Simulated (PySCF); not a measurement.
**Predicted spectroscopic data**

[PySCF: geometry: GFN2-xTB; PBE0/pcSseg-1 with gauge-including orbitals; one conformer; fast rotation and ring inversion assumed for equivalent nuclei; no solvent; no relativistic terms]

δ = σ(ref) − σ, references computed at the same level: TMS for ¹H (σref 31.72) and ¹³C (σref 186.93). Splittings of carbon signals by F and P are missing where no couplings were computed. Where no couplings were computed, multiplicities follow the n + 1 count of equivalent neighbours, and m marks all less simple cases (inequivalent or close neighbours, rings, F or P nearby). Shifts are as computed. Against solution values, carbons near 30 ppm lie about +3 ppm off and those near 130 ppm about +5 ppm. Of 1211 compounds with measured shifts, 218 miss one by over three times the rms of a fit or turn the order of signals round; such compounds aren't used in these exercises.

Compound 1 (C7H12O). ¹H NMR (600 MHz, computed): δ 6.30 (m, 1H), 5.62 (m, 1H), 5.58 (m, 1H), 3.22 (s, 3H), 2.41 (m, 2H), 1.95 (m, 2H), 1.81 (m, 1H), 1.67 (m, 1H). ¹³C{¹H} NMR (computed): δ 150.1 (CH), 121.1 (CH2), 80.0 (C), 50.8 (CH3), 36.3 (CH2), 11.7 (CH2). Structure: SMILES C=CC1(OC)CCC1.

Compound 2 (C6H11OPSi). ¹H NMR (600 MHz, computed): δ 6.88 (m, 2H), 6.63 (m, 2H), 4.12 (m, 3H), 3.05 (m, 1H), 2.55 (m, 1H), 0.95 (m, 2H). ¹³C{¹H} NMR (computed): δ 147.4, 139.2, 33.4, 16.7. Structure: `C1=CP(=O)(C[SiH3])C=CC1`.

Compound 3 (C7H12O). ¹H NMR (600 MHz, computed): δ 6.29 (m, 1H), 6.03 (m, 1H), 5.43 (m, 1H), 4.32 (br s, 1H), 4.26 (sept, 1H), 4.13 (br s, 1H), 1.32 (d, 6H). ¹³C{¹H} NMR (computed): δ 164.6 (C), 142.3 (CH), 121.9 (CH2), 90.6 (CH2), 70.6 (CH), 23.1 (CH3). Structure: SMILES C(C=C)(=C)OC(C)C.
